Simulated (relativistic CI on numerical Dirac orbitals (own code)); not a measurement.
**Charge states of tin**

Calculated at this level of theory: Dirac-Coulomb-Breit CI, KLI orbitals optimised for each configuration, model QED (radiative potential, 1s self-energy scaled to tabulated hydrogen-like ionisation energies), valence Slater integrals scaled by 0.9 (own radial code, finite nucleus).

Each species is treated in one configuration, given outside its closed core. Radial values are for the open shell of highest l, unscaled and averaged over j; ζ includes the Breit term. Labels give the leading LS character, summed over repeated terms.

```tsv
Ion	Configuration	Its lowest level	LS weight (%)	Next level	E (cm⁻¹)	g_J	g√(J(J+1))	F² (cm⁻¹)	F⁴ (cm⁻¹)
Sn	4d¹⁰5s²5p²	³P0	98	³P1	1548		0.00	31290	
Sn+	4d¹⁰5s²5p	²P°1/2	100	²P°3/2	4225.9	0.666	0.58		
Sn2+	4d¹⁰5s²	¹S0	100				0.00		
Sn3+	4d¹⁰5s	²S1/2	100			2.002	1.73		
Sn4+	4d¹⁰	¹S0	100				0.00		
Sn5+	4d⁹	²D5/2	100	²D3/2	8485.2	1.200	3.55		
Sn6+	4d⁸	³F4	99	³F3	7635.5	1.246	5.57	100300	66780
Sn7+	4d⁷	?	?	?	?	?	?	?	?
Sn8+	4d⁶	⁵D4	94	⁵D3	4955.3	1.484	6.64	106000	70950
Sn9+	4d⁵	⁶S5/2	95	⁴G5/2	35301	1.982	5.86	108600	72880
Sn10+	4d⁴	⁵D0	85	⁵D1	2892.1		0.00	111100	74730
Sn11+	4d³	⁴F3/2	92	⁴F5/2	5591.7	0.433	0.84	113500	76500
Sn12+	4d²	³F2	93	³F3	9555	0.690	1.69	115800	78200
Sn13+	4d	²D3/2	100	²D5/2	13024	0.798	1.55		
Sn14+	3d¹⁰4s²4p⁶	¹S0	100				0.00		
Sn15+	3d¹⁰4s²4p⁵	²P°3/2	100	²P°1/2	78870	1.333	2.58		
Sn16+	3d¹⁰4s²4p⁴	³P2	80	³P0	32523	1.397	3.42	134400	
Sn17+	3d¹⁰4s²4p³	⁴S°3/2	52	²D°3/2	66307	1.596	3.09	135900	
Sn18+	3d¹⁰4s²4p²	³P0	81	³P1	67513		0.00	137300	
Sn19+	3d¹⁰4s²4p	²P°1/2	100	²P°3/2	88942	0.664	0.58		
Sn20+	3d¹⁰4s²	¹S0	100				0.00		
Sn21+	3d¹⁰4s	²S1/2	100			2.000	1.73		
Sn22+	3d¹⁰	¹S0	100				0.00		
Sn23+	3d⁹	²D5/2	100	²D3/2	72132	1.197	3.54
```

**Question.** Fill in the row of Sn7+.

**Answer.** Its lowest level ⁴F9/2; LS weight (%) 94; Next level ⁴F7/2; E (cm⁻¹) 6807.9; g_J 1.319; g√(J(J+1)) 6.56; F² (cm⁻¹) 103200; F⁴ (cm⁻¹) 68920.

With one configuration, terms of near-neutral atoms and ions can be 10 to 25 % off, and close levels can change places.
